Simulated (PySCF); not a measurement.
Phosphorus: a sound run and one with changed settings

Sound run: P(2+) [Ne] 3s2 3p1, P(3+) [Ne] 3s2. Computed with PySCF 2.14 in cc-pVDZ-DK, with scalar relativity by spin-free X2C-1e. In the sound run the correlated levels freeze [Ne]. The sound run starts from symmetry-adapted Hartree-Fock orbitals and uses a fine grid where one is needed.

A second run was set up differently.

```json
{"species": "P(2+)", "method": "MP2", "sound run (hartree)": "-340.49260", "changed run (hartree)": "-340.49876", "converged": "yes"}
{"species": "P(2+)", "method": "CCSD(T)", "sound run (hartree)": "-340.51279", "changed run (hartree)": "-340.51881", "converged": "yes"}
{"species": "P(3+)", "method": "MP2", "sound run (hartree)": "-339.40051", "changed run (hartree)": "-339.40703", "converged": "yes"}
{"species": "P(3+)", "method": "CCSD(T)", "sound run (hartree)": "-339.41646", "changed run (hartree)": "-339.42287", "converged": "yes"}
```

Ionisation energy of P(2+):

```tsv
method	sound run (eV)	changed run (eV)
UHF	29.543	29.543
MP2	29.717	29.708
SCS-MP2	29.698	29.687
CCSD	29.817	29.806
CCSD(T)	29.833	29.822
```

Q: What was changed?
A. a valence shell is frozen
B. basis contracted for another Hamiltonian
C. too few SCF iterations
D. all electrons correlated in a valence basis

A: D. A valence basis has no tight correlating functions, so it recovers only part of the core correlation, and not evenly between atom and ion.
